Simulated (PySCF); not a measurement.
**Excitation energy of Ta⁺ by level of theory**

Ta⁺ [Xe] 4f14 5d3 6s1 (5F) → Ta⁺ [Xe] 4f14 5d3 6p1 (high-spin determinant), as a difference of total energies. All numbers are calculated (PySCF 2.14, a scalar-relativistic core potential, in aug-cc-pVDZ-PP with ECP60MDF (5s5p4d2f, 54 functions)). Correlated levels: valence: 5s2 5p6 frozen. The calculations carry no spin-orbit coupling.

```json
{"method": "UHF", "excitation energy (eV)": "4.821"}
{"method": "LDA", "excitation energy (eV)": "5.201"}
{"method": "PBE", "excitation energy (eV)": "5.049"}
{"method": "PBE0", "excitation energy (eV)": "5.021"}
{"method": "r2SCAN", "excitation energy (eV)": "5.199"}
{"method": "r2SCANh", "excitation energy (eV)": "5.182"}
{"method": "wB97X", "excitation energy (eV)": "4.873"}
{"method": "PBEsol", "excitation energy (eV)": "5.103"}
{"method": "BLYP", "excitation energy (eV)": "5.038"}
{"method": "MP2 (valence)", "excitation energy (eV)": "4.884"}
{"method": "SCS-MP2 (valence)", "excitation energy (eV)": "4.842"}
```

**Question.** How much does correlation contribute at MP2 (valence)?

**Answer.** 4.884 − (4.821) = 0.063 eV, measured against UHF.

The determinant of the upper state mixes LS terms, which raises its energy above the lowest term, most at the Hartree-Fock and MP2 levels.
